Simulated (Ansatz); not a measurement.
Cost and result up the ladder for (NMe2)2Sn(OSiH2)2O (C₄H₁₆N₂O₃Si₂Sn) (28 atoms). The state is a singlet with charge 0. Geometry: r2SCAN-D4/def2-SVP.

Cartesian coordinates in Å:
```
Sn -0.007 -0.036 0.009
N 1.430 1.359 -0.196
C 2.750 1.109 0.348
C 1.406 2.229 -1.355
N -1.791 0.857 -0.255
C -2.091 2.059 0.498
C -2.947 0.052 -0.599
O -0.064 -1.595 -1.235
Si 0.256 -3.190 -0.926
O 0.723 -3.376 0.661
Si 0.693 -2.507 2.079
O 0.420 -0.907 1.752
H 2.683 0.443 1.222
H 3.204 2.060 0.688
H 3.448 0.654 -0.386
H 1.806 3.226 -1.088
H 2.011 1.847 -2.204
H 0.372 2.370 -1.710
H -1.166 2.618 0.717
H -2.749 2.723 -0.096
H -2.606 1.858 1.460
H -3.631 0.633 -1.246
H -2.635 -0.841 -1.162
H -3.530 -0.278 0.287
H -0.976 -3.995 -1.165
H 1.366 -3.670 -1.794
H -0.394 -3.039 2.950
H 2.016 -2.662 2.746
```

Ansatz on 4 threads of Arm Neoverse V1 on a shared host. Times are rough, and most runs start from the orbitals of an earlier one. PBE0-D4/def2-TZVP serves as the yardstick here, not as an exact answer. Differences are given only for rows in sets of like size (and for xTB, whose basis is part of the method), since another set adds its own error. Binding counts from free atoms at the same level (Sn triplet, N quartet, C triplet, O triplet, Si triplet, H doublet; other spins of the atoms weren't run), without zero-point energy or a counterpoise term.

In the def2 sets Sn takes a core potential, while STO-3G treats all electrons; there is no spin–orbit coupling. Correlated methods freeze 23 core orbitals; core or outer-core shells of Sn are correlated, in sets that lack core-valence functions. The rows differ in basis, and correlated rows in double-zeta sets carry the largest basis error.

Correlated methods converge slowly with the basis, most of all in double-zeta sets.

| level | functions | binding energy per atom (eV) | difference from PBE0-D4/def2-TZVP (eV) |
| --- | --- | --- | --- |
| HF/STO-3G | 106 | 3.30 | – |
| r2SCAN-D4/def2-TZVP | 499 | 3.94 | 0.01 |
| PBE-D4/def2-TZVP | 499 | 4.00 | 0.07 |
| PBE-D4/def2-SVP | 268 | 4.00 | – |
| PBE0-D4/def2-TZVP (with forces) | 499 | 3.92 | 0.00 |
| MP2/def2-SVP | 268 | 3.75 | – |
| PBE0-D4/def2-SVP | 268 | 3.92 | – |

Estimate how long each takes.

HF/STO-3G 2 s; PBE-D4/def2-SVP 8 s; MP2/def2-SVP 17 s; PBE-D4/def2-TZVP 18 s; PBE0-D4/def2-SVP 19 s; r2SCAN-D4/def2-TZVP 34 s; PBE0-D4/def2-TZVP (with forces) 77 s. On shared hardware such times vary by a factor of up to 3.
